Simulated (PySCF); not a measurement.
**Relaxation of singlet [SnI3]+**

These are results of PBE0/[Sn def2-SVP with ECP28, I def2-SVP with ECP28], scalar-relativistic core potentials, density fitting, no spin–orbit coupling, PySCF, not measurements. A (50,194) grid was used.

A hand-made trigonal planar start, of D3h symmetry, held to at least that symmetry:

```xyz
4
charge 1 multiplicity 1, angstrom
Sn    0.0000    0.0000    0.0000
I     2.6754    0.0000    0.0000
I    -1.3377    2.3170    0.0000
I    -1.3377   -2.3170    0.0000
```

(1) What forces act on the atoms at the start (eV/Å)?

(2) What does it relax to?

(3) How much energy is released, and in how many steps?

Answers

(1) 
| atom | Fx | Fy | Fz |
| --- | --- | --- | --- |
| Sn1 | -0.01 | 0.00 | 0.00 |
| I2 | -0.74 | 0.00 | 0.00 |
| I3 | 0.37 | -0.65 | 0.00 |
| I4 | 0.37 | 0.65 | 0.00 |

(2) It ends at D3h with Sn–I 2.606 Å (×3); I–Sn–I 120.0° (×3). A frequency run shows a minimum. Other isomers or separated fragments may lie lower.

(3) 7.9 kJ/mol in 3 steps.

The relaxation took roughly 50 core-seconds on a shared host.
